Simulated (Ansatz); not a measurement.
Stepwise reaction of `OB(O)Cl` with hydrogen sulfide, as a gas-phase model of exchange steps in deposition or etching. ΔE in kJ/mol; ΔG adds harmonic PBE0-D4 terms to CCSD(T)/CBS, at 1 bar.

Gas-phase electronic energies from Ansatz, PBE0-D4/def2-TZVP geometries. CCSD(T)/CBS adds triple-zeta CCSD(T) − MP2 to the extrapolated MP2 energy (def2 sets, frozen cores). This one scheme is used for every species. DFT in def2-TZVPP. B3LYP here is the variant with VWN-RPA as its local correlation; programs differ in this. Each species was taken in one conformer, which may not be the lowest.

```csv
step,reaction,PBE-D4,B3LYP-D4,ωB97M-V,CCSD(T)/CBS,ΔG(400 K)
2,`OB(S)Cl` + H₂S → `SB(S)Cl` + H₂O,50.4,60.8,63.1,53.9,59.1
```

Give the row of step 1, `OB(O)Cl` + H₂S → `OB(S)Cl` + H₂O. (An estimate is asked.)

The calculation gave: 
| step | reaction | PBE-D4 | B3LYP-D4 | ωB97M-V | CCSD(T)/CBS | ΔG(400 K) |
| --- | --- | --- | --- | --- | --- | --- |
| 1 | `OB(O)Cl` + H₂S → `OB(S)Cl` + H₂O | 53.6 | 64.3 | 65.6 | 59.1 | 63.6 |

By hand: ΔE of the 2 steps together at CCSD(T)/CBS.

(59.1) + (53.9) = 113.0 kJ/mol, or 56.5 kJ/mol a step.

In ΔE each step is lower than the one before. All are uphill at CCSD(T)/CBS. ΔG lies between 59.1 and 63.6 kJ/mol a step. PBE-D4 differs from CCSD(T)/CBS by -5.5 to -3.5 kJ/mol a step. Isolated molecules leave out the surface, adducts and barriers. Largest T1 diagnostic: 0.013.
